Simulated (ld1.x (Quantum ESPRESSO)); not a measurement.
## What the settings do to the TM semilocal potential of Ti (Z = 22)

Base potential:

titanium, norm-conserving Troullier–Martins (semilocal form), made with ld1.x (Quantum ESPRESSO) 7.5 (PBE, scalar-relativistic). Core [Ar], reference 3d2 4s1 4p0 (charge +1). Waves: 4p (bound, empty): rc 3.05 bohr; 3d (bound): rc 2.20 bohr; 4s (bound): rc 2.30 bohr. Local part: the s channel. Core correction: none.

Cutoffs, loose and tight: the cutoffs (Ry, on a coarse ladder) from which the occupation-weighted sum of valence levels, in a spherical-Bessel basis at the reference potential, stays within 10 and 1 mRy of its value at 400 Ry. They do not see the model core or the augmentation charge, which bear on the density cutoff. Test errors are all-electron minus pseudo excitation energies from the reference, over the configurations 3d2 4s2 4p0; 3d2 4s0 4p0; 3d1 4s0 4p0; 3d2 4s0 4p2; 3d2.5 4s1.5 4p0; 3d2 4s1.5 4p0; 3d2 4s1 4p1. A dash means not determined; rows that change the core or the reference have their own tests.

In the semilocal form every listed channel keeps its own potential, so the choice of the local channel does not act on these tests. It acts once the file is put into the separable form.

A semilocal file is local in each channel, so a ghost entry of none says nothing of the separable form that plane-wave codes build from it.

On the changes marked as counting shells twice: ld1.x takes every shell without a wave as core, so the model core holds the marked electrons as well and exchange and correlation see them twice. This cancels in the reference configuration, but the file is broken for other ones, and its errors say nothing about a proper core correction.

```tsv
change	outcome	cutoff, loose	cutoff, tight	bound ghosts	largest test error (meV)
base	generated	45 Ry	55 Ry	none	+414
wave 3d (bound): rc 2.20 bohr becomes 3d (bound): rc 2.06 bohr	generated	50 Ry	60 Ry	none	+392
form changed from semilocal to separable (Kleinman–Bylander), still TM; local potential all-electron potential smoothed inside 2.55 bohr (lloc = -1)	generated	45 Ry	55 Ry	none	+419
wave 4s (bound): rc 2.30 bohr becomes 4s (bound): rc 1.54 bohr	generated, misses its reference levels by 0.37 eV	50 Ry	120 Ry	none	+231
wave 4p (bound): rc 3.05 bohr becomes 4p (bound): rc 4.34 bohr	generated	45 Ry	55 Ry	none	+414
core correction a·sin(br)/r model core inside 1.32 bohr	generated	45 Ry	55 Ry	none	-374
reference 3d2 4s1.5 4p0	generated	45 Ry	55 Ry	none	+201
core [Ne], valence charge 12; reference 3s2 3p6 3d2 4s2 4p0; waves now 3p (bound): rc 1.60 bohr; 3d (bound): rc 2.60 bohr; 3s (bound): rc 1.40 bohr; core correction Bessel-smoothed model core, default radius (core density twice the valence density) (4s counted twice)	generated, misses its reference levels by 0.27 eV	70 Ry	90 Ry	none	-2264
functional LDA (PZ)	generated	45 Ry	55 Ry	none	+301
```
